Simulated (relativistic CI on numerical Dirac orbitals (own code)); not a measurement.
## V2+ in a cubic cluster: 2p photoemission with charge transfer

Computed with a charge-transfer multiplet model of a cubic metal-ligand cluster with up to one ligand hole, Slater and spin-orbit integrals from Dirac-Coulomb-Breit ions, Slater integrals scaled by 0.7. The parameters are those of a tetrahedral site (10Dq negative, t2 hopping the larger). The ground state mixes d3 with configurations of k ligand holes L, whose averages lie at kΔ + k(k − 1)U_dd/2; a core hole lowers each added d electron by U_cd. 300 K, Lorentzian 0.6 eV and Gaussian 0.8 eV FWHM.

Atomic integrals in eV (Slater integrals scaled, ζ unscaled), ground: F2dd 6.242, F4dd 3.880, zeta_d 0.019; with the core hole: F2dd 7.631, F4dd 4.784, zeta_d 0.036, zeta_core 4.610, F2cd 4.267, G1cd 3.142, G3cd 1.783.

Cluster parameters (eV): Δ = 6, U_dd = 4.6, U_cd = 5.2, 10Dq = -0.3, 10Dq(ligand) = 0, final-state hopping factor = 0.8.

```tsv
Case	n_d	d3	d4L	S
V(eg) = 0.8 eV, V(t2g) = -1.36 eV	3.15	0.85	0.15	1.50
V(eg) = 1.1 eV, V(t2g) = -1.87 eV	3.21	0.79	0.21	1.50
V(eg) = 1.4 eV, V(t2g) = -2.38 eV	3.26	0.74	0.26	1.50
```

Weights, n_d and S are thermal averages at 300 K. Binding energies count from the first peak over 30 % of the highest in each spectrum, which can be another peak from case to case. The parameters are a model scan and need not match a compound or its usual spin state. Peaks in eV (height, largest 100):
- V(eg) = 0.8 eV, V(t2g) = -1.36 eV: 0.0 (100), 7.7 (54)
- V(eg) = 1.1 eV, V(t2g) = -1.87 eV: 0.0 (100), 7.6 (53)
- V(eg) = 1.4 eV, V(t2g) = -2.38 eV: 0.0 (100), 7.6 (46)

For the case V(eg) = 0.8 eV, V(t2g) = -1.36 eV, Δ = 6 eV is larger than U_dd = 4.6 eV, the Mott-Hubbard side of the Zaanen-Sawatzky-Allen scheme. With the core hole the average of the configuration with one ligand hole lies at Δ − U_cd = 0.8 eV before mixing: the effective hopping of about 2.5 eV (from the holes of the mixed ground state) is comparable with this gap or larger, so the configurations mix strongly.

With at most 1 ligand hole the space is cut while the next configuration still counts, so covalency is underestimated, and a final configuration with one more ligand hole, which can lie low, is missing from the spectra.
